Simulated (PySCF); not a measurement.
# How methods differ on the ionisation energy of Ag⁴⁰⁺

Ag⁴⁰⁺ [He] 2s2 2p3 [2p1/2^2 2p3/2^1, M_J = 3/2] → Ag⁴¹⁺ [He] 2s2 2p2 [2p1/2^2, M_J = 0], as a difference of total energies. All numbers are calculated (PySCF 2.14, the two-component X2C-1e Hamiltonian, in an even-tempered Gaussian basis (17 s from 19 bohr⁻², ratio 2.4; 12 p from 25 bohr⁻², ratio 2.4; 5 d from 87 bohr⁻², ratio 2.6; 4 f from 130 bohr⁻², ratio 2.6)). Correlated levels: nothing frozen; the 32 highest virtual spinors dropped. "Screened" scales the spin-orbit matrix elements by Boettger's factors to mimic the two-electron term; Breit and QED terms are absent.

```csv
method,ionisation energy (eV)
GHF (spin-free),6257.0
GMP2 (spin-free),6256.7
GHF (screened spin-orbit),6172.0
GMP2 (screened spin-orbit),6171.5
```

For this ion Breit and QED terms and the two-electron picture change, all absent here, outweigh the correlation shift from GHF to GMP2.

The spin-free rows relax to the high-spin LS determinant and lack the spin-orbit shift.

The labels give the starting determinants; with spin-orbit coupling the two ends relaxed to ⟨J²⟩ = 3.75, ⟨L²⟩ = 2.30, ⟨S²⟩ = 1.62 and ⟨J²⟩ = 0.00, ⟨L²⟩ = 1.33, ⟨S²⟩ = 1.33.

For comparison: 6170 ± 40 eV (semi-empirical (NIST evaluation); NIST Atomic Spectra Database, ionization energies).
